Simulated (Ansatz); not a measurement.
Consider the cleavage of the Si–Al bond: `O[SiH](F)[AlH2]` + H₂Se → `O[SiH](F)[SeH]` + `[AlH3]`.

Computed with Ansatz on PBE0-D4/def2-TZVP structures; ΔE is electronic, products minus reactants. CBS: MP2 limit from def2 TZ/QZ plus the TZ coupled-cluster correction, frozen cores. This one scheme is used for every species. DFT in def2-TZVPP. For Se outer-core shells are correlated without core-valence functions, which leaves a few kJ/mol of doubt a bond. Scalar relativity is left out up to krypton. Each species was taken in one conformer, which may not be the lowest.

```csv
level,ΔE (kcal/mol)
revPBE-D4,-17.9
PBE-QIDH,-20.0
LC-ωPBE,-18.2
RPA@PBE/def2-TZVPP,-18.0
```

Question: What does CCSD(T)/CBS give? (Estimate.)

Answer: Computed: -19.8 kcal/mol. The listed levels differ from it by 1.9, -0.2, 1.6, 1.8 kcal/mol.

Largest T1 diagnostic among the species: 0.012.

Leaving LDA and LC-ωPBE aside and taking each functional with its dispersion term where it has one, the values, not all of them listed here, spread over 4.9 kcal/mol, from B97M-V to PBE-D4. LDA lies −1.1 kcal/mol from PBE without D4. At CCSD(T), def2-SVP lies +1.8 kcal/mol from the extrapolated value and def2-TZVPP +0.8 kcal/mol. From PBE to PBE0 (25 % exact exchange), in def2-TZVPP and without D4, ΔE moves by −1.2 kcal/mol.
